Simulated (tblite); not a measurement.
C₆H₇O₂ (doublet state).
Atom-mapped SMILES: `[CH2:1]=[C:2]1[CH2:3][CH:4][C@@H:5]1[C:6](=[O:7])[OH:8]` (hydrogens: H9, H10 on C1; H11, H12 on C3; H13 on C4; H14 on C5; H15 on O8)

The geometry is computed with GFN2-xTB (gas phase). This method treats the open shell by occupation alone, without spin polarisation.

(1) What internal coordinates does the optimisation give?

## Answers

(1) 
```
  bond  length (pm)
 C1=C2        131.4
 C2–C3        150.8
 C3–C4        148.8
 C4–C5        149.4
 C5–C6        151.5
 C6=O7        120.1
 C6–O8        134.0
 C2–C5        152.2
 C1–H9        107.7
C1–H10        107.7
C3–H11        109.4
C3–H12        109.6
C4–H13        107.1
C5–H14        109.4
O8–H15         97.1
```

A selection of angles:
```
     angle  degrees
  C2–C1–H9    121.8
 C2–C1–H10    121.4
 H9–C1–H10    116.8
  C1–C2–C3    135.1
  C1–C2–C5    132.9
  C3–C2–C5     92.0
  C2–C3–C4     87.3
 C2–C3–H11    115.5
 C2–C3–H12    114.3
 C4–C3–H11    116.5
 C4–C3–H12    115.2
H11–C3–H12    107.3
  C3–C4–C5     93.9
 C3–C4–H13    131.3
 C5–C4–H13    130.1
  C4–C5–C6    114.6
 C4–C5–H14    117.6
 C6–C5–H14    107.8
  C2–C5–C4     86.6
  C2–C5–C6    113.0
 C2–C5–H14    116.3
  C5–C6–O7    125.7
  C5–C6–O8    111.5
  O7–C6–O8    122.7
 C6–O8–H15    110.6
```

Torsions: C1–C2–C3–C4 177° (antiperiplanar); C2–C3–C4–C5 3° (synperiplanar); C3–C4–C5–C6 111° (anticlinal); C4–C5–C6–O7 -44° (synclinal); C1–C2–C5–C4 -177° (antiperiplanar); H15–O8–C6–C5 180° (antiperiplanar).

C4 (carbon bonded to 2 C and H) has angles 131.3°, 130.1° and 93.9°, sum 355.3°, 0.16 Å off the plane of its three neighbours. C6 (carbon bonded to C and 2 O) is planar (angles 125.7°, 122.7° and 111.5°, sum 360.0°, 0.00 Å off the plane of its three neighbours). C1 (carbon bonded to C and 2 H) is planar (angles 121.8°, 121.4° and 116.8°, sum 360.0°, 0.00 Å off the plane of its three neighbours). C2 (carbon bonded to 3 C) is planar (angles 135.1°, 132.9° and 92.0°, sum 360.0°, 0.00 Å off the plane of its three neighbours). The C–O distances run from 1.201 Å (C6=O7, drawn double) to 1.340 Å (C6–O8, drawn single), a spread of 0.139 Å. The 6 C–C bonds span 1.314 Å (C1=C2, drawn double) to 1.522 Å (C2–C5, drawn single), a spread of 0.208 Å. The 4-membered ring C2–C3–C4–C5 has internal angles of 86.6° to 93.9° (sum 360°, against 360° for a flat polygon); it is almost planar, 0.02 Å rms from its mean plane, widest ring torsion 3°.

Point group: C1 (no symmetry element, even within 0.4 Å). GFN2-xTB frequencies show an imaginary mode (24i cm⁻¹), so the point is no minimum at that level. Torsions: C4–C5–C6–O7 -44°, C5–C6–O8–H 180°. 2 starts were optimised and ended at 0.00 and 0.08 kcal/mol (GFN2-xTB); the lowest of these is shown.

One conformer stands for the species.
